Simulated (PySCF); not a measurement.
# Two-component Hartree-Fock for Ag⁴⁺ (silver, charge +4)

Start: [Kr] 4d7; 4d3/2 filled at m_j = -3/2, -1/2, +1/2, +3/2; 4d5/2 filled at m_j = +1/2, +3/2, +5/2. Calculated with PySCF 2.14 in x2c-TZVPPall-2c (8s9p7d2f1g, 93 functions): generalised Hartree-Fock with the X2C-1e Hamiltonian and a Gaussian nucleus; one run each with spin-orbit coupling (SO) switched off, then screened by Boettger's factors.

| spinor shell | electrons | ε, spin-free (eV) | ε, screened SO (eV) | weight of nominal j (screened SO) | rms radius, screened SO (bohr) |
| --- | --- | --- | --- | --- | --- |
| 1s1/2 | 2 | -25704.2 | -25702.2 | 1.000 | 0.0357 |
| 2s1/2 | 2 | -3921.0 | -3920.4 | 1.000 | 0.146 |
| 2p1/2 | 2 | -3516.1 | -3637.6 | 1.000 | 0.127 |
| 2p3/2 | 4 | -3516.1 | -3459.9 | 1.000 | 0.131 |
| 3s1/2 | 2 | -803.48 | -803.26 | 1.000 | 0.392 |
| 3p1/2 | 2 | -667.19 | -689.38 | 1.000 | 0.387 |
| 3p3/2 | 4 | -667.19 | -656.78 | 1.000 | 0.397 |
| 3d3/2 | 4 | -452.63 | -456.74 | 0.992 | 0.374 |
| 3d5/2 | 6 | -452.63 | -449.62 | 0.995 | 0.377 |
| 4s1/2 | 2 | -172.43 | -172.35 | 1.000 | 0.964 |
| 4p1/2 | 2 | -129.56 | -135.92 | 0.861 | 1.03 |
| 4d5/2 | 3 | -69.007 | -69.827 | 0.734 | 1.29 |
| 4d3/2 | 4 | -69.007 | -68.422 | 0.704 | 1.29 |

Problem. Where does 4p3/2 lie, and what is the 4p spin-orbit splitting (screened SO)?

Solution. At -126.44 eV, 9.476 eV above 4p1/2.

```csv
quantity,spin-free,screened SO
E (hartree),-5308.37159,-5309.37226
M_J,9/2,9/2
⟨J²⟩,24.757,24.759
⟨L²⟩,12.006,12.281
⟨S²⟩,3.751,3.667
```

Each row is a mean over spinors that exchange with the open shell spreads, by up to 10.548 eV (4p3/2).

Rows whose weight is well below 1 are mixtures of j = l ± 1/2: exchange outweighs spin-orbit coupling there, and the label is only the starting occupation.

Breit and QED terms are absent; they matter most for the inner s and p1/2 levels.

Densities and radii are taken from the X2C orbitals without a picture-change correction, which distorts them close to the nucleus.

Without spin-orbit coupling the j labels of p, d and f shells carry no meaning; the spin-free column gives the mean over the occupied spinors of each nl shell.
